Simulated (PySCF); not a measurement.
**Ir³²⁺: fine-structure interval**

Ir³²⁺ [Kr] 4d9 [4d3/2^4 4d5/2^5, M_J = 5/2] → Ir³²⁺ [Kr] 4d9 [4d3/2^3 4d5/2^6, M_J = 3/2], as a difference of total energies. Calculation: PySCF 2.14, in an even-tempered Gaussian basis (17 s from 3.1 bohr⁻², ratio 2.8; 14 p from 4.1 bohr⁻², ratio 2.8; 9 d from 4.1 bohr⁻², ratio 2.8; 3 f from 19 bohr⁻², ratio 3); the two-component X2C-1e Hamiltonian. Correlated levels: [Ar] 3d10 frozen; the 92 highest virtual spinors dropped. "Screened" scales the spin-orbit matrix elements by Boettger's factors to mimic the two-electron term; Breit and QED terms are absent.

```tsv
method	fine-structure interval (cm⁻¹)
GHF (screened spin-orbit)	172060
GMP2 (screened spin-orbit)	172580
GHF (bare spin-orbit)	198020
```
